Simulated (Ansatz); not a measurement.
`[Br][Au]` + CH₃OH → `C[O][Au]` + HBr at 298.15 K and 1 bar (ligand exchange at the Au–Br bond).

Calculated with Ansatz (gas phase, PBE0-D4/def2-TZVP geometries, no zero-point term in ΔE). CCSD(T)/CBS adds triple-zeta CCSD(T) − MP2 to the extrapolated MP2 energy (def2 sets, frozen cores). This one scheme is used for every species. Elements past krypton have def2 core potentials. For Au, Br outer-core shells are correlated without core-valence functions, which leaves a few kJ/mol of doubt a bond. Scalar relativity is left out up to krypton.

| species | CCSD(T)/CBS energy (Eh) | H − E (kJ/mol) | S (J/(mol·K)) |
| --- | --- | --- | --- |
| `[Br][Au]` | -2708.86234 | 11.5 | 263.1 |
| CH₃OH | -115.61712 | 146.3 | 238.2 |
| `C[O][Au]` | -250.49639 | 120.4 | 297.1 |
| HBr | -2573.91920 | 24.6 | 198.6 |

H − E and S are ideal-gas, rigid-rotor, harmonic terms from PBE0-D4/def2-TZVP. 1 Eh = 2625.50 kJ/mol, R = 8.31446 J/(mol·K).

**Question.** By hand: ΔE, ΔH, ΔS and ΔG.

**Answer.** ΔE = (-250.49639) + (-2573.91920) − (-2708.86234) − (-115.61712) = 0.06387 Eh = 167.7 kJ/mol. Δ(H − E) = 120.4 + 24.6 − 11.5 − 146.3 = -12.8, so ΔH = 154.9 kJ/mol. ΔS = 297.1 + 198.6 − 263.1 − 238.2 = -5.6 J/(mol·K). ΔG = 154.9 − 298.15 × (-5.6)/1000 = 156.6 kJ/mol.

**Question.** By hand: the equilibrium constant, and the temperature at which ΔG would vanish if ΔH and ΔS stayed fixed.

**Answer.** log₁₀ K = −ΔG/(RT ln 10) = -27.4. ΔH and −TΔS have one sign here, so there is no such temperature.

The number of gas molecules stays the same, so ΔS is small and ΔH decides. A doubt of 5 kJ/mol in ΔE shifts log₁₀ K by 0.9 here. These are equilibria of isolated gas molecules and say nothing of rates. Largest T1 diagnostic: 0.033 (customary marks: 0.02 for closed shells, 0.045 for open ones).

ΔS is within the doubt of such terms, so its sign, and with it that verdict, could turn.
